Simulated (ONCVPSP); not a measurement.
## Transferability test, ONCV potential for phosphorus (P)

P, optimised norm-conserving Vanderbilt (ONCV), made with ONCVPSP 4.0.1 (PBE, scalar-relativistic). Core [He], reference 2s2 2p6 3s2 3p3. Waves: 2s+3s: rc 0.70 bohr, ncon 3, nbas 8, qcut 21.6 1/bohr, 2 projectors; 2p+3p: rc 0.75 bohr, ncon 5, nbas 8, qcut 19.5 1/bohr, 2 projectors; d scattering state at 0.36 Ha: rc 0.70 bohr, ncon 5, nbas 8, qcut 11.6 1/bohr, 2 projectors, debl 2.7 Ha. Local part: polynomial inside 0.60 bohr (lpopt 5, dvloc0 2 Ha). Core correction: none.

Energies are relative to the spin-unpolarised reference configuration 2s2 2p6 3s2 3p3; without spin polarisation the order of configurations can differ from experiment.

| valence configuration | charge | ΔE all-electron (eV) | error AE − PS (meV) |
| --- | --- | --- | --- |
| 2s2 2p6 3s2 3p1 | +2 | 28.877 | +1.8 |
| 2s2 2p6 3s2 3p0 | +3 | 58.616 | +5.6 |
| 2s2 2p6 3s1 3p4 | 0 | 8.534 | -0.3 |

(1) What are ΔE and the potential's error for 2s2 2p6 3s2 3p2?

Levels in the configuration 2s2 2p6 3s2 3p0:

| level | all-electron (eV) | pseudo (eV) |
| --- | --- | --- |
| 2s | -212.394 | -212.397 |
| 2p | -163.022 | -162.962 |
| 3s | -45.613 | -45.611 |

## Answers

(1) ΔE = 9.730 eV all-electron; the error (AE − PS) is +0.5 meV.
